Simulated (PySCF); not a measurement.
Vertical excitations of a molecule C4H10O from PySCF with TDDFT-PBE/def2-SVPD, as energy in eV (oscillator strength): 5.94 (0.014), 6.40 (0.008), 6.69 (0.014), 6.91 (0.038), 7.43 (0.006), 7.65 (0.028), 7.81 (0.039), 7.85 (0.005), 7.87 (0.012), 8.16 (0.012). Lowest triplet (TDA): 5.82 eV. Coordinates come from a PBE0-D3(BJ)/def2-SVP optimisation. Other conformers were not sampled.

Question: Pick the molecule that these values belong to.
A) CCOCC
B) CC[C@H](C)O
C) CCCOC
D) CCCCO

Answer: A, CCOCC
